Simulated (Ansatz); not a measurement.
AgF₂⁺. The state is a triplet with charge 1. Geometry PBE-D4/def2-TZVP, that of the neutral doublet; atoms count from 1.

```xyz
3

Ag    0.000    0.000    0.000
F    -0.840   -1.735    0.201
F     0.840    1.735   -0.201
```

In the def2 sets Ag takes a core potential; there is no spin–orbit coupling. The structure comes from a short search, and lower isomers may exist.

Q: Estimate the Mulliken populations from the PBE0/def2-TZVP orbitals of Ansatz.

A: 
| atom | charge (e) | spin (α − β) | d electrons |
| --- | --- | --- | --- |
| Ag1 | 1.20 | 0.64 | 9.44 |
| F2 | -0.10 | 0.68 | – |
| F3 | -0.10 | 0.68 | – |
Mulliken values and Mayer orders depend strongly on the basis.

Q: Where does the spin sit?

A: Summed by element: Ag 0.64, F 1.36, of 2 unpaired in all. Largest on single atoms: F2 0.68, F3 0.68, Ag1 0.64.

Q: And the Mayer bond orders between bonded heavy atoms (over 0.3)?

A: Ag1–F2 0.66 (1.94 Å); Ag1–F3 0.66 (1.94 Å).
